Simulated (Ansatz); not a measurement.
Si(F)2 anion (F2Si), SMILES F[Si]F (connectivity only; charge and spin as stated), charge -1, multiplicity 2.

Coordinates come from a PBE-D3(BJ)/def2-TZVPD optimisation. The spin state was assumed, not searched. The isomer is the one that the SMILES or the coordinates give; other isomers of the formula were not compared.

Two levels are set side by side: PBE/def2-TZVPD (Ansatz, a quantum-chemistry and plane-wave program) and CAM-B3LYP/def2-TZVPD (Ansatz). Energy differences of separate SCF runs at the same geometry; the states with an electron removed or added have multiplicity 1. Differences are taken from unrounded values.

```
quantity                          PBE
-------------------------------  ----
vertical ionisation energy (eV)  0.52
```

Q: These are the PBE values. What does CAM-B3LYP give? (An estimate is asked for; the answer gives what the named calculation found.)

A: 
```csv
quantity,CAM-B3LYP,PBE minus CAM-B3LYP
vertical ionisation energy (eV),0.62,-0.10
```
